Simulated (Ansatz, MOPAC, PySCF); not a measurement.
Pair of molecules: H2O (SMILES O) (first 3 atoms) with PH3 (SMILES P); geometry from B3LYP-D3(BJ)/def2-TZVP, rigid monomers moved along the line of their centres of mass till H2···P4 is 2.97 Å.
(charge 0, multiplicity 1):
```json
[
 {"atom": "O", "x (Å)": "0.2632", "y (Å)": "-0.0779", "z (Å)": "-0.5425"},
 {"atom": "H", "x (Å)": "0.1242", "y (Å)": "0.0001", "z (Å)": "0.4118"},
 {"atom": "H", "x (Å)": "1.1449", "y (Å)": "0.2748", "z (Å)": "-0.6984"},
 {"atom": "P", "x (Å)": "-0.5480", "y (Å)": "0.1622", "z (Å)": "3.3004"},
 {"atom": "H", "x (Å)": "0.0878", "y (Å)": "-0.5549", "z (Å)": "4.3428"},
 {"atom": "H", "x (Å)": "-0.6754", "y (Å)": "1.3575", "z (Å)": "4.0487"},
 {"atom": "H", "x (Å)": "-1.8455", "y (Å)": "-0.3069", "z (Å)": "3.6167"}
]
```

Interaction energies are E(AB) − E(A) − E(B) at the monomers' geometry in the complex; basis-set methods are counterpoise corrected. Rows marked so take none.

Cores are frozen in the correlated methods. CBS(a, b) extrapolates the correlation energy as X⁻³ and adds the Hartree–Fock energy of set b. Rows in 6-311+G**, 6-31G*, STO-3G carry no dispersion term and start afresh at each structure (6-31G* with six Cartesian d functions). MP2/6-31G* freezes PySCF's default core. The state that PM6 reach isn't checked.

Programs: Ansatz (a first-principles code) with Gaussian orbitals; MOPAC for PM6 (differences of heats of formation); PySCF for 6-311+G** rows, 6-31G* rows, STO-3G rows, the dispersion terms. 

Other levels give for the interaction energy: PBE/def2-TZVPPD -9.6; B3LYP/def2-TZVPPD -7.5; B3LYP-D3(BJ)/def2-TZVPPD -10.2; wB97M-V/def2-TZVPPD -9.1; CCSD(T)/CBS(aug-cc-pV(D+d)Z, aug-cc-pV(T+d)Z) -9.3 kJ/mol.

Common cheap choices:

```json
[
 {"level": "PM6", "interaction energy (kJ/mol)": "-3.7", "less -9.3 (CCSD(T)/CBS(aug-cc-pV(D+d)Z, aug-cc-pV(T+d)Z))": "5.7"},
 {"level": "HF/STO-3G (no counterpoise)", "interaction energy (kJ/mol)": "-5.7", "less -9.3 (CCSD(T)/CBS(aug-cc-pV(D+d)Z, aug-cc-pV(T+d)Z))": "3.7"},
 {"level": "HF/6-31G*", "interaction energy (kJ/mol)": "-6.7", "less -9.3 (CCSD(T)/CBS(aug-cc-pV(D+d)Z, aug-cc-pV(T+d)Z))": "2.6"},
 {"level": "HF/6-31G* (no counterpoise)", "interaction energy (kJ/mol)": "-7.6", "less -9.3 (CCSD(T)/CBS(aug-cc-pV(D+d)Z, aug-cc-pV(T+d)Z))": "1.8"},
 {"level": "B3LYP/6-31G*", "interaction energy (kJ/mol)": "-8.7", "less -9.3 (CCSD(T)/CBS(aug-cc-pV(D+d)Z, aug-cc-pV(T+d)Z))": "0.7"},
 {"level": "B3LYP/6-31G* (no counterpoise)", "interaction energy (kJ/mol)": "-9.9", "less -9.3 (CCSD(T)/CBS(aug-cc-pV(D+d)Z, aug-cc-pV(T+d)Z))": "-0.5"},
 {"level": "B3LYP/6-311+G** (no counterpoise)", "interaction energy (kJ/mol)": "-9.4", "less -9.3 (CCSD(T)/CBS(aug-cc-pV(D+d)Z, aug-cc-pV(T+d)Z))": "-0.1"},
 {"level": "MP2/6-31G* (no counterpoise)", "interaction energy (kJ/mol)": "-11.3", "less -9.3 (CCSD(T)/CBS(aug-cc-pV(D+d)Z, aug-cc-pV(T+d)Z))": "-1.9"}
]
```
